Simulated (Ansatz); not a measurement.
Born–Oppenheimer molecular dynamics of a periodic cell of 13 atoms, LiZn₁₂ (host Zn, host structure hcp, interstitial Li). It goes on from the last frame of an earlier run, with new velocities.

These are results of Ansatz, DFT PBEsol, scalar-relativistic, plane waves, PAW, not measurements. Settings: accuracy low, cutoff 420 eV, k mesh 3x2x3, fermi-dirac smearing 0.05 eV, no spin polarisation.

```
ensemble                      : NVE (velocity Verlet)
time step                     : 1.5 fs
steps asked                   : 300
starting velocities drawn for : 1680 K
seed                          : 391542
```

First frame:

```xyz
13
Lattice="5.3200 0.0000 0.0000 -3.9900 6.9109 0.0000 0.0000 0.0000 4.9370" Properties=species:S:1:pos:R:3
Zn -1.260 0.854 0.682
Zn 0.175 1.261 2.699
Zn -1.612 3.059 -0.102
Zn -1.136 4.296 2.459
Zn -4.679 3.115 0.913
Zn -1.851 6.295 1.614
Zn 3.456 0.098 -1.499
Zn 2.554 1.891 2.274
Zn 1.897 1.272 -0.341
Zn 1.227 3.570 3.514
Zn -0.423 5.130 -0.058
Zn 0.990 5.561 2.091
Li 2.015 5.866 4.578
```

(1) What does the run give?

(2) What happens to the structure?

(3) How do temperature and energy run in time?

Results:

(1) The run went to its last step.

| Property | Result |
| --- | --- |
| steps done | 300 |
| time covered | 450 fs |
| mean temperature over the second half | 1386 K |
| spread of the potential energy over the second half | 21.6 meV per atom |
| mean potential energy of the second half above the start | 35.1 meV per atom |

The conserved energy stayed within 0.16 meV per atom of its start (net change -0.02 meV per atom), so the integration is sound. A run of 0.45 ps of so small a system gives no equilibrium averages. Limits of this set-up: coarse k mesh, low accuracy level.

(2) Mean squared displacements from the first frame to the last, about the centre of mass: Zn 0.45 Å², Li 0.79 Å². Another seed would give other details.

(3) 
```
time (fs)  T (K)  potential energy less start (eV)  conserved less start (meV/atom)
      0.0   1680                             0.000                             0.00
     15.0   1475                             0.317                             0.00
     30.0   1015                             1.032                             0.11
     45.0   1306                             0.580                             0.02
     60.0   1535                             0.225                             0.00
     75.0   1327                             0.548                             0.07
     90.0   1402                             0.432                            -0.01
    105.0   1363                             0.492                             0.05
    120.0   1331                             0.542                             0.05
    135.0   1428                             0.392                             0.05
    150.0   1617                             0.098                             0.01
    165.0   1525                             0.240                             0.01
    180.0   1217                             0.720                             0.07
    195.0   1181                             0.774                             0.00
    210.0   1192                             0.756                             0.00
    225.0    910                             1.195                             0.10
    240.0   1166                             0.797                            -0.04
    255.0   1360                             0.497                             0.04
    270.0   1406                             0.425                             0.02
    285.0   1283                             0.616                             0.04
    300.0   1320                             0.559                             0.05
    315.0   1548                             0.204                            -0.02
    330.0   1494                             0.289                             0.09
    345.0   1664                             0.024                            -0.04
    360.0   1350                             0.514                             0.09
    375.0   1443                             0.368                            -0.01
    390.0   1220                             0.714                             0.04
    405.0   1238                             0.686                             0.06
    420.0   1535                             0.224                            -0.02
    435.0   1515                             0.257                             0.07
    450.0   1670                             0.015                            -0.02
```

Time of the run: 11 min on 2 threads of AMD EPYC 9R45 96-Core Processor (Zen 5), with other jobs on the host, peak memory 0.76 GiB.
